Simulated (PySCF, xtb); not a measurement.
F₂H₃NOSn, SMILES [NH2][Sn]([OH])([F])[F].

GFN2-xTB in xtb at its own geometry gives an orbital gap of 4.10 eV and a dipole moment of 3.15 D.

Geometry: PBE-D3(BJ)/def2-SVP. A frequency run showed that this geometry is not a minimum. The structure was generated by enumeration; whether it is a known compound was not checked. The def2 effective core potentials stand for the cores of Sn; spin–orbit coupling is left out. Other conformers were not sampled.

Task: What does PBE/def2-TZVP in PySCF give? (Estimate from the structure and the level; the computed values follow.)

Result: gap 3.94 eV (levels -7.40 and -3.46 eV), dipole 2.29 D.
